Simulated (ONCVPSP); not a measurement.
## What one change does to a pseudopotential (platinum (Pt), ONCV)

Pt (Z = 78), optimised norm-conserving Vanderbilt (ONCV), made with ONCVPSP 4.0.1 (PBE, scalar-relativistic). Core [Kr] 4d10, reference 4f13 5s2 5p6 5d10 6s1. Waves: 5s+6s: rc 1.80 bohr, ncon 4, nbas 7, qcut 5.8 1/bohr, 2 projectors; 5p: rc 1.85 bohr, ncon 3, nbas 8, qcut 6.8 1/bohr, 3 projectors, debl 2.6 Ha; 5d: rc 1.30 bohr, ncon 3, nbas 6, qcut 6.5 1/bohr, 2 projectors, debl 1.8 Ha; 4f: rc 0.70 bohr, ncon 4, nbas 8, qcut 23.2 1/bohr, 2 projectors, debl 2.2 Ha. Local part: polynomial inside 0.50 bohr (lpopt 5, dvloc0 1 Ha). Core correction: Teter function, fcfact 3, rcfact 1.65.

In the f channel the program set the typed energies aside and used -2.971, 0.250 Ha.

All-electron outer shells of the reference configuration (PBE, scalar-relativistic, ld1.x):

```tsv
shell	level (eV)	outermost node (bohr)	outermost maximum (bohr)
4d	-318.16	0.20	0.42
5s	-105.60	0.49	0.87
4f	-80.83	–	0.38
5p	-58.66	0.52	0.97
5d	-6.98	0.57	1.23
6s	-5.61	1.13	2.35
```

Change: core correction Teter function, fcfact 7.8, rcfact 1.65.

Cutoffs: the cutoffs (Ha) at which the residual kinetic energy of the hardest occupied pseudo-wave falls to 1 and 0.1 mHa per electron; they do not see the model core or the augmentation charge, which bear on the density cutoff. Errors are all-electron minus pseudo energies relative to the spin-unpolarised reference configuration.

Predict the effect on cutoff, ghosts and configuration errors.

The potential gets neither clearly harder nor softer (248 Ha and 302 Ha → 248 Ha and 302 Ha); both files keep a bound ghost (p, s); of the 4 tests that both files solve, the error grows in 2 and shrinks in 0 by more than 15 % and 0.3 meV (median size 280.3 → 315.7 meV). A model core, the more so a compact one, raises the density cutoff, which this test does not measure.

```tsv
quantity	base	changed
cutoff, loose	248 Ha	248 Ha
cutoff, tight	302 Ha	302 Ha
bound ghosts	s, p	s, p
GHOST(+) flags under 300 eV	d at 39.7 eV, s at 73.6 eV	d at 39.7 eV, s at 73.6 eV
error for 4f14 5s2 5p6 5d9 6s1, meV [ΔE -68.92 eV]	-321	-356
error for 4f14 5s2 5p6 5d9 6s0, meV [ΔE -59.73 eV]	-165	-197
error for 4f14 5s2 5p6 5d8 6s0, meV [ΔE -39.76 eV]	-239	-275
error for 4f14 5s2 5p6 5d6 6s0, meV [ΔE 38.11 eV]	-558	-610
s: phases at 1.83 bohr within 0.05 rad from the reference energy up to (Ha; the scan ends near 5)	2.3	2.3
p: phases at 1.88 bohr within 0.05 rad from the reference energy up to (Ha; the scan ends near 5)	to the end of the scan	to the end of the scan
d: phases at 1.32 bohr within 0.05 rad from the reference energy up to (Ha; the scan ends near 5)	to the end of the scan	to the end of the scan
f: phases at 0.71 bohr within 0.05 rad from the reference energy up to (Ha; the scan ends near 5)	to the end of the scan	to the end of the scan
rms error of d²Exc/dni dnj with the model core, mHa	4.37	4.74
```

 A true bound ghost makes a file unfit for plane-wave use even where its test errors are small: the radial tests pick states by their node count and pass the ghost by.
